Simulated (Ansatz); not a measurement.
Spectroscopic constants of CuBr, closed-shell singlet (the spin of the measured ground state). No spin–orbit coupling. Cu is treated without relativity. Br is treated without relativity.

D_e counts from the fitted minimum to each atom's lowest state at the same level, without counterpoise. The singlet is restricted.

Correlated levels freeze the inner cores; with def2 sets outer-core shells near the valence are correlated too. CBS(a, b) extrapolates the correlation energy as X⁻³ and adds the Hartree–Fock energy of set b.

Programs: Ansatz (a first-principles code) with Gaussian orbitals. Each number belongs to the level named beside it.

| level | bond energy D_e (eV) |
|---|---|
| r2SCAN/def2-TZVPP | 3.489 |
| B3LYP/def2-TZVPP | 3.169 |
| PBE0/def2-TZVPP | 3.344 |
| BHLYP/def2-TZVPP | 3.123 |
| wB97X-V/def2-TZVPP | 3.484 |
| wB97M-V/def2-TZVPP | 3.469 |
| CCSD/def2-QZVPP | 3.397 |
| CCSD(T)/def2-QZVPP | 3.492 |
| CCSD(T)/CBS(def2-TZVPP, def2-QZVPP) | (withheld) |

Question: Fill in the missing entries.

Answer: 
- CCSD(T)/CBS(def2-TZVPP, def2-QZVPP), bond energy D_e (eV): 3.586
